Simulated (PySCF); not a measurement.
CHCl2 (SMILES Cl[CH]Cl), doublet, geometry from GFN2-xTB. Base run: TPSS/6-31G* (PySCF).

Here is a job for PySCF.
```python
from pyscf import gto, scf, dft

mol = gto.M(
    atom='''
C     0.14277263   -0.00896264    0.68359394
Cl   -0.04722300    1.45620990   -0.14607964
Cl   -0.05344861   -1.45182812   -0.18290682
H     0.85478161   -0.02071447    1.49120632
''',
    basis='6-31g*',
    spin=1,
    verbose=4,
)

mf = dft.UKS(mol)
mf.xc = 'tpss'
mf.kernel()
```

The base run was repeated with changes; each row names its change, and settings that it needs were set with it.

| change | ΔE vs base (mEh) | SCF cycles | <S^2> |
|---|---|---|---|
| base | 0.000 | 10 | 0.753 |
| conv_tol = 1e-12 | 0.000 | 13 | 0.753 |
| level_shift = 1.0 (with mf.max_cycle = 100) | 0.000 | 46 | 0.753 |
| init_guess = huckel | 0.000 | 12 | 0.753 |
| diis = off; damp = 0.6 (with mf.diis_start_cycle = 200; with mf.max_cycle = 150) | 0.000 | 24 | 0.753 |
| damp = 0.5; diis_start_cycle = 5 | 0.000 | 11 | 0.753 |
| DIIS = ADIIS | 0.000 | 16 | 0.753 |
| conv_tol = 1e-4 | 0.003 | 5 | 0.753 |
| init_guess = sap | 0.000 | 13 | 0.753 |
| conv_tol = 1e-6 | 0.000 | 7 | 0.753 |
| conv_tol_grad = 1e-3 | 0.000 | 10 | 0.753 |
| level_shift = 0.3 (with mf.max_cycle = 100) | 0.000 | 16 | 0.753 |
| diis_space = 2 | 0.000 | 21 | 0.753 |

Open shells are given as the SCF converged; they aren't shown to be the lowest states, and a large step between rows can be another state.
